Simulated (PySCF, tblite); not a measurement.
Compound: C4H6S2Si.
Z-matrix (Å and degrees, GFN2-xTB geometry), rows numbered from 1:
```
Si
S   1  2.1494
C   2  1.7605  1  104.89
C   3  1.4218  2  120.29  1  -176.63
C   4  1.3528  3  112.45  2  -179.97
S   5  1.7205  4  112.17  3     0.06
C   3  1.3596  2  127.26  1     3.54
H   1  1.4579  2  108.69  3   -62.96
H   1  1.4578  2  108.20  3    58.39
H   1  1.4509  2  101.35  3   177.85
H   4  1.0742  3  122.70  2    -0.01
H   5  1.0717  4  128.51  3   179.99
H   7  1.0711  3  128.99  2     0.05
```

Method used: CAM-B3LYP/def2-SVPD in PySCF (dipole) on a GFN2-xTB geometry, gas phase.

Take the most abundant isotopes and a rigid rotor. The values belong to one conformer with, in the numbering `[SiH3:1][S:2][c:3]1[cH:4][cH:5][s:6][cH:7]1`, Si1–S2–C3–C4 -177°.

Question: What are A, B and C (GHz)?

Answer: Ia = 137.18, Ib = 585.38, Ic = 716.48 u·Å²; 505379 MHz·u·Å²/I gives 3684, 863.3 and 705.4 MHz, that is A = 3.6840, B = 0.8633, C = 0.7054 GHz.

Question: What kind of rotor is it?

Answer: An asymmetric top; Ray's κ = -0.894.

Question: What does the inertial defect say?

Answer: Not planar: Δ = Ic − Ia − Ib = -6.09 u·Å². For a rigid frame Δ = −2 Σ m c², so Σ m c² = 3.04 u·Å² lies off the ab plane: 2.94 from hydrogen and 0.10 from heavier atoms. The atom farthest from that plane is 1.23 Å away.

Question: Give the other two planar moments, Paa and Pbb, and the rms extents of the mass along the axes.

Answer: Paa = Σ m a² = (Ib + Ic − Ia)/2 = 582.34 and Pbb = Σ m b² = (Ia + Ic − Ib)/2 = 134.14 u·Å². With the mass M = 145.97 u, the rms extents √(P/M) along a, b and c are 2.00, 0.96, 0.14 Å.

Question: Which types of transition are allowed, and where do some lines up to J = 3 fall?

Answer: The dipole components are |μa| = 0.10 D, |μb| = 0.82 D, |μc| = 0.06 D. Intensities carry the squares of the components, which stand as 0.01 : 1.00 : 0.01 (a : b : c). Some lines, for components of 0.1 D or more:

| type | branch | J(Ka,Kc) | MHz | lower level (cm⁻¹) |
| --- | --- | --- | --- | --- |
| b | R | 2(0,2) ← 1(1,1) | 310 | 0.146 |
| b | R | 3(0,3) ← 2(1,2) | 2011 | 0.246 |
| b | Q | 1(1,0) ← 1(0,1) | 2979 | 0.052 |
| b | Q | 2(1,1) ← 2(0,2) | 3143 | 0.157 |
| b | Q | 3(1,2) ← 3(0,3) | 3402 | 0.313 |
| b | R | 1(1,1) ← 0(0,0) | 4389 | 0.000 |
| b | R | 2(1,2) ← 1(0,1) | 5800 | 0.052 |
| b | R | 3(1,3) ← 2(0,2) | 7134 | 0.157 |
| b | Q | 3(2,1) ← 3(1,2) | 8261 | 0.426 |
| b | Q | 2(2,0) ← 2(1,1) | 8468 | 0.262 |
| b | Q | 2(2,1) ← 2(1,2) | 8936 | 0.246 |
| b | Q | 3(2,2) ← 3(1,3) | 9177 | 0.395 |
| b | R | 2(2,1) ← 1(1,0) | 11757 | 0.152 |
| b | R | 2(2,0) ← 1(1,1) | 11922 | 0.146 |
| b | R | 3(2,2) ← 2(1,1) | 13168 | 0.262 |
| b | R | 3(2,1) ← 2(1,2) | 13674 | 0.246 |
| b | Q | 3(3,0) ← 3(2,1) | 14470 | 0.702 |
| b | Q | 3(3,1) ← 3(2,2) | 14502 | 0.701 |
| b | R | 3(3,1) ← 2(2,0) | 19202 | 0.544 |
| b | R | 3(3,0) ← 2(2,1) | 19208 | 0.544 |

Its lowest GFN2-xTB frequency is 3 cm⁻¹, too small to tell a flat minimum from a shallow saddle. These are rigid-rotor constants of the computed structure; measured ground-state constants (B0) also hold zero-point vibration. A rigid rotor knows nothing of internal rotation, which can split or shift real lines.

On x86-64 server, one thread (shared host), this took 34 s wall. This is the CAM-B3LYP/def2-SVPD job that gave the dipole, with the excitations it also computed.
